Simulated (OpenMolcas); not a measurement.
## Computed transition rates of Re2+

| Property | Result |
| --- | --- |
| Program | OpenMolcas 26.06 |
| Method | CASSCF |
| Basis | ANO-RCC-VTZP [8s7p5d3f2g1h] |
| Scalar Hamiltonian | DKH2, point nucleus |
| Active space | 5 electrons in 5 orbitals (5d) |
| State averaging | 2S+1 = 6 even, 1 root; 2S+1 = 4 even, 24 roots; 2S+1 = 2 even, 75 roots |
| Spin-orbit coupling | RASSI with atomic mean-field integrals over the reference wave functions, term energies averaged over their components |

Rates come from the transition moments of the reference wave functions (E1 and E2 in the length form). At fixed line strength A goes as λ^-3 for E1 and M1 and as λ^-5 for E2, so a rate at the computed wavelength can be rescaled to the measured one. Measured vacuum wavelengths follow from level energies in the list in Brasseur, Gamrath and Quinet, At. Data Nucl. Data Tables 157, 101636 (2024). Branching counts decays inside the model space alone, at computed energies, and the table is only a selection of the M1 lines, drawn from those between levels with measured partners whose computed energy lies within a factor of 1.5 of the measured one.

```
            Upper        Lower  Type  λ computed (nm)  λ measured (nm)  A computed (s-1)  A rescaled (s-1)  Branching %
5d5 4F 5/2 [60 %]   5d5 4G 7/2    M1            576.4            745.6          4.07e+00                           32.7
      5d5 2I 11/2  5d5 4G 11/2    M1             1067             1227          2.92e+00                           79.3
      5d5 2I 11/2   5d5 4G 9/2    M1             1127             1278          7.64e-01                           20.7
       5d5 4D 7/2   5d5 6S 5/2    M1            350.3            488.9          7.35e-01                           19.5
      5d5 2I 13/2  5d5 4G 11/2    M1            869.3            946.3          3.29e-01                           76.7
      5d5 2I 13/2  5d5 2I 11/2    M1             4691             4136          9.83e-02          1.43e-01         22.9
       5d5 4G 7/2   5d5 6S 5/2    M1            440.3            592.1          7.67e-02                           18.4
```

Spin-changing lines and M1 lines between different terms are not rescaled, since their strength hangs on the term gaps too.

The largest correction is for 5d5 2I 13/2 → 5d5 2I 11/2 (M1): 9.83e-02 × (4691 / 4136)^3 = 1.43e-01 s-1, a factor of 1.46.

These are rates of the free ion; in crystals, glasses and complexes forced electric-dipole and non-radiative decay shorten such lifetimes by orders of magnitude. No measured rate stands beside these. Rescaling mends the energy factor alone: line strengths can still be far off where a level mixes with configurations outside the active space, and weak or spin-changing lines hang on small mixing coefficients that depend on the term gaps too, so rescaling need not improve them.

Configurations with an s electron lie low in 5d ions of this charge, fall among these levels and mix in, so low-spin terms can stand far too high, up to twice their true height, and weights are not those of the real levels. Without dynamic correlation excited terms often stand tens of per cent too high (terms of higher spin than the ground term too low), and those without a measured partner can miss by more than the paired ones. Some levels mix across a computed gap that differs much from the measured one, so their mixing is not that of the real levels. Computed and measured levels are paired by configuration, term and J; levels that our copy of the source lacks, or whose pairing is in doubt (as where it misses far off the trend of its configuration), stay unpaired. Levels of configurations outside the active space are missing.

A share in square brackets marks a mixed level and gives the weight of the term that names it.
